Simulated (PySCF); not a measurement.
How methods differ on the ionisation energy of Pt(63+)

Pt(63+) [Ne] 3s2 3p3 (4S) → Pt(64+) [Ne] 3s2 3p2 (3P), as a difference of total energies. Calculation: PySCF 2.14, in an even-tempered Gaussian basis (17 s from 18 bohr⁻², ratio 2.5; 12 p from 24 bohr⁻², ratio 2.5; 4 d from 92 bohr⁻², ratio 2.7; 4 f from 140 bohr⁻², ratio 2.7); scalar relativity by spin-free X2C-1e. Correlated levels: outer shells: 1s2 frozen; virtual orbitals above 40 to 60 times the deepest correlated orbital energy dropped. The calculations carry no spin-orbit coupling.

```tsv
method	ionisation energy (eV)
UHF	7082.5
MP2 (outer shells)	7083.2
SCS-MP2 (outer shells)	7082.9
CCSD (outer shells)	7083.2
CCSD(T) (outer shells)	7083.2
```

Spin-orbit coupling is strong in these open shells (close to jj coupling). The scalar numbers leave it out and a first-order estimate fails, so it can dominate the gap to the real levels.

The ground level that NIST lists for one species does not belong to the high-spin term computed here, so part of any gap is the choice of state.

Breit and QED terms and the two-electron picture change are absent.

For comparison: 6918 ± 19 eV (theoretical estimate listed by NIST; NIST Atomic Spectra Database, ionization energies).
